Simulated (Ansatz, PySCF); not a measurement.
Dimer: NH3 (SMILES N) (first 4 atoms) with N2 (SMILES N#N); geometry from B3LYP-D3(BJ)/def2-TZVP.
(charge 0, multiplicity 1):
| atom | x (Å) | y (Å) | z (Å) |
|---|---|---|---|
| N | -0.1599 | 0.1857 | -0.1659 |
| H | -0.3851 | 0.3345 | -1.1430 |
| H | 0.7648 | 0.5691 | -0.0064 |
| H | -0.0952 | -0.8151 | -0.0187 |
| N | 0.4763 | -0.3381 | 2.9485 |
| N | -0.2322 | 0.1289 | 3.6336 |

Basis-set superposition error: the interaction energy with monomers in their own basis, and in the dimer's basis (counterpoise).

Codes used: Ansatz (an electronic-structure program); PySCF for 6-31G* rows, M06-2X. 

| level | uncorrected (meV) | counterpoise (meV) | difference |
|---|---|---|---|
| HF/aug-cc-pVTZ | 9.2 | 11.2 | 2.0 |
| BHLYP/def2-TZVPPD | -9.1 | -7.5 | 1.6 |
| M06-2X/def2-TZVPPD | -24.0 | -22.2 | 1.9 |
| CAM-B3LYP/def2-TZVPPD | -14.4 | -12.3 | 2.1 |
| wB97X-V/def2-TZVPPD | -31.0 | -29.1 | 1.9 |
| wB97M-V/def2-TZVPPD | -28.7 | -26.2 | 2.5 |
| MP2/6-31G* | -43.1 | -17.0 | 26.1 |
| SCS-MP2/aug-cc-pVTZ | -32.0 | -22.8 | 9.3 |
| CCSD(T)/aug-cc-pVDZ | -42.6 | -23.5 | 19.0 |
| CCSD(T)/aug-cc-pVTZ | -36.7 | -28.5 | 8.2 |

The error is largest for MP2/6-31G* (26.1 meV) and smallest for BHLYP/def2-TZVPPD (1.6 meV).
